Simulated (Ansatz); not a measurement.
A nudged elastic band was laid between two geometries of C2H5NOSe (10 atoms, charge 0, multiplicity 1).

Level of theory: RKS B3LYP/def2-SVP (Ansatz).

```
movable images  : 9
climbing image  : yes
spring          : 5.0 eV/Å²
optimiser       : quadratic models (default)
start path      : IDPP
force threshold : 0.05 eV/Å
iteration limit : 59
end points      : relaxed
```

Image 0:

```xyz
10
Properties=species:S:1:pos:R:3
N -0.027 1.147 1.433
C -0.250 0.606 0.156
O 0.385 -0.723 0.021
C 0.296 -1.394 -1.104
Se -0.526 -0.941 -2.623
H 0.957 1.313 1.633
H -0.434 0.591 2.182
H -1.322 0.464 -0.047
H 0.175 1.239 -0.637
H 0.829 -2.352 -1.010
```

Image 10:

```xyz
10
Properties=species:S:1:pos:R:3
N -0.028 1.146 1.434
C -0.248 0.607 0.155
O 0.388 -0.722 0.020
C 0.296 -1.394 -1.104
Se -0.531 -0.944 -2.621
H -0.437 0.589 2.181
H 0.955 1.312 1.636
H -1.319 0.464 -0.051
H 0.178 1.241 -0.636
H 0.830 -2.351 -1.010
```

Which bonds break or form, and what moves?

No bond is made or broken. The dihedral H6–N1–C2–O3 goes from 63 to -63°. The two ends are copies of one structure, up to a mirror image or an exchange of like atoms.

What energy profile does the band end with?

It converged. The highest image is number 7 of 0 to 10, 0.35 eV above the ends, which have the same energy within 2 meV. A vibrational analysis at the climbing image gives one clearly imaginary mode, 356i cm⁻¹: a first-order saddle point.

```json
{"image": "0", "path coordinate (Å)": "0.00", "energy (eV)": "0.00", "dihedral H6–N1–C2–O3 (°)": "63"}
{"image": "1", "path coordinate (Å)": "0.38", "energy (eV)": "0.07", "dihedral H6–N1–C2–O3 (°)": "82"}
{"image": "2", "path coordinate (Å)": "0.76", "energy (eV)": "0.16", "dihedral H6–N1–C2–O3 (°)": "116"}
{"image": "3", "path coordinate (Å)": "1.14", "energy (eV)": "0.18", "dihedral H6–N1–C2–O3 (°)": "144"}
{"image": "4", "path coordinate (Å)": "1.52", "energy (eV)": "0.22", "dihedral H6–N1–C2–O3 (°)": "164"}
{"image": "5", "path coordinate (Å)": "1.90", "energy (eV)": "0.26", "dihedral H6–N1–C2–O3 (°)": "-176"}
{"image": "6", "path coordinate (Å)": "2.28", "energy (eV)": "0.32", "dihedral H6–N1–C2–O3 (°)": "-157"}
{"image": "7", "path coordinate (Å)": "2.66", "energy (eV)": "0.35", "dihedral H6–N1–C2–O3 (°)": "-137"}
{"image": "8", "path coordinate (Å)": "3.20", "energy (eV)": "0.26", "dihedral H6–N1–C2–O3 (°)": "-111"}
{"image": "9", "path coordinate (Å)": "3.73", "energy (eV)": "0.07", "dihedral H6–N1–C2–O3 (°)": "-85"}
{"image": "10", "path coordinate (Å)": "4.26", "energy (eV)": "0.00", "dihedral H6–N1–C2–O3 (°)": "-63"}
```

What is the geometry of the highest image?


```xyz
10
Properties=species:S:1:pos:R:3
N 0.622 1.054 1.354
C 0.114 0.628 0.070
O 0.143 -0.808 0.074
C -0.239 -1.491 -0.987
Se -0.852 -0.882 -2.542
H 0.055 1.814 1.725
H 0.549 0.282 2.017
H -0.924 0.946 -0.152
H 0.745 0.973 -0.770
H -0.130 -2.566 -0.786
```

What are the harmonic wavenumbers there?

356i, 84, 167, 317, 358, 608, 799, 819, 868, 933, 1080, 1149, 1238, 1247, 1320, 1388, 1445, 1519, 1618, 2990, 3044, 3134, 3513, 3592 cm⁻¹.

Time of the run: 14 min on 2 threads of Intel(R) Xeon(R) 6975P-C (Granite Rapids), with other jobs on the host, peak memory 0.3 GiB.
